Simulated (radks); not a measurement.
Species: Ni7+. Configuration: [Ar] 3d1 4s2 (not the ground configuration). Method: Dirac Kohn-Sham, PBE, spin-unpolarised, spherical densities, finite nucleus; open shells are shared between the two j in proportion to 2j + 1; Fermi nuclear charge, rms radius 3.7757 fm; computed with a radial shooting solver on a logarithmic mesh with Libxc functionals.

Spin-orbit splittings of the eigenvalues, e(l+1/2) - e(l-1/2), with zeta = 2 splitting/(2l+1) and mean radii in bohr:

shell  occ.  splitting (eV)  zeta (eV)  <r> j=l-1/2  <r> j=l+1/2
2p        6           17.46      11.64       0.2129       0.2160
3p        6               ?          ?       0.6887       0.6953
3d        1          0.4438     0.1775       0.6804       0.6823

Estimate the 3p splitting.

Answer. 2.811 eV (zeta = 1.874 eV).
